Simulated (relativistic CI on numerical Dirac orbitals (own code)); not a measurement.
# Radial parameters of Mo

Method of calculation: Dirac-Coulomb-Breit CI, separate exchange-only KLI orbitals for each configuration, QED by a radiative potential, valence Slater integrals scaled by 0.85, P86 correlation energy added to each configuration (own radial code, finite nucleus).

Slater integrals F^k, G^k are unscaled and averaged over j, outside the closed core [Kr]; ζ comes from projecting the Hamiltonian with its Breit term on Σ l·s of the shell.

- 4d5 5s: F^2(4d,4d) = 48616, F^4(4d,4d) = 31058, ζ(4d) = 521.07, G^2(4d,5s) = 15513 cm⁻¹; <r>(4d) = 1.997, <r^2>(4d) = 5.047, <r>(5s) = 3.603, <r^2>(5s) = 15 (bohr units).
- 4d4 5s2: F^2(4d,4d) = 52296, F^4(4d,4d) = 33647, ζ(4d) = 597.59 cm⁻¹; <r>(4d) = 1.875, <r^2>(4d) = 4.363 (bohr units).
- 4d5 5p: F^2(4d,4d) = 50378, F^4(4d,4d) = 32310, ζ(4d) = 546.91, F^2(4d,5p) = 11978, G^1(4d,5p) = 6666.8, G^3(4d,5p) = 4740.6, ζ(5p) = 280.26 cm⁻¹; <r>(4d) = 1.939, <r^2>(4d) = 4.698, <r>(5p) = 5.468, <r^2>(5p) = 35.32 (bohr units).

(1) Give the Racah parameters of the d shell in 4d5 5s.

In this model ζ of a weakly bound d, f or g electron outside closed shells comes out too small, for d by up to a factor of two or three and at times with the wrong sign; that of an outer p electron is too small as well.

For a near-neutral ion this model can misplace configurations by up to about 10,000 cm⁻¹ (more where the count of f electrons changes) and terms by 10 to 25 % of their spread. Rates follow the energies as ν³ (E1, M1) or ν⁵ (E2), so they and the lifetimes can be off by large factors. The fine structure of a lone outer electron comes out too small, for d and f at times inverted, and misplaced configurations move strength between like terms. 8 of the 10 excited levels that our extract of the measured tables holds in this range could be paired (the sources list more); they are missed by 2464 cm⁻¹ on average and 5057 at most, and levels without a partner can miss by more. Some levels of the ground configuration have no partner and can miss by 10 % or more.

Averages of the first 10 configurations, taken without configuration mixing, which lowers the lowest level and can move excited configurations by several eV; other configurations of the list can lie among them:

```json
{"Configuration": "4d5 5s", "Parity": "even", "States": "504", "Average energy above the lowest level (eV)": "4.2"}
{"Configuration": "4d4 5s2", "Parity": "even", "States": "210", "Average energy above the lowest level (eV)": "4.6"}
{"Configuration": "4d5 5p", "Parity": "odd", "States": "1512", "Average energy above the lowest level (eV)": "6.9"}
{"Configuration": "4d4 5s 5p", "Parity": "odd", "States": "2520", "Average energy above the lowest level (eV)": "7.1"}
{"Configuration": "4d6", "Parity": "even", "States": "210", "Average energy above the lowest level (eV)": "5.5"}
{"Configuration": "4d5 5d", "Parity": "even", "States": "2520", "Average energy above the lowest level (eV)": "8.7"}
{"Configuration": "4d5 5f", "Parity": "odd", "States": "3528", "Average energy above the lowest level (eV)": "9.8"}
{"Configuration": "4d5 5g", "Parity": "even", "States": "4536", "Average energy above the lowest level (eV)": "9.8"}
{"Configuration": "4d3 5s2 5p", "Parity": "odd", "States": "720", "Average energy above the lowest level (eV)": "9.3"}
{"Configuration": "4d3 5s 5p2", "Parity": "even", "States": "3600", "Average energy above the lowest level (eV)": "12.9"}
```

Answers

(1) B = F²/49 − 5F⁴/441 = 640 cm⁻¹ and C = 35F⁴/441 = 2465 cm⁻¹; values fitted to spectra at such low charge are typically 15 to 30 % smaller.
